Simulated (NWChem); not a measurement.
System: C4H2F2O; SMILES Fc1ccc(F)o1

```xyz
9

F     -2.2226     0.0000    -0.6637
C     -1.0707     0.0000    -0.0527
C     -0.7216     0.0000     1.2545
C      0.7216     0.0000     1.2545
C      1.0707     0.0000    -0.0527
F      2.2226     0.0000    -0.6637
O      0.0000     0.0000    -0.8657
H     -1.3933     0.0000     2.1082
H      1.3933     0.0000     2.1082
```
Atoms are numbered in this order, from 1.

Coordinates come from a PBE0/def2-SVP optimisation.

Question: Give the principal values of the shielding tensors (ppm) of F1, C2, C3, O7 from Hartree-Fock/6-31G* (spherical d), GIAO (NWChem), with their diamagnetic and paramagnetic parts as GIAO splits them.

Answer: 
```
atom    σ11    σ22    σ33  isotropic  diamagnetic  paramagnetic
----  -----  -----  -----  ---------  -----------  ------------
F1    294.6  375.7  387.4      352.6        475.0        -122.4
C2    -21.3   97.6   99.3       58.5        243.8        -185.3
C3     64.6  116.1  178.7      119.8        256.7        -136.9
O7     37.3  106.1  213.9      119.1        399.6        -280.5
```
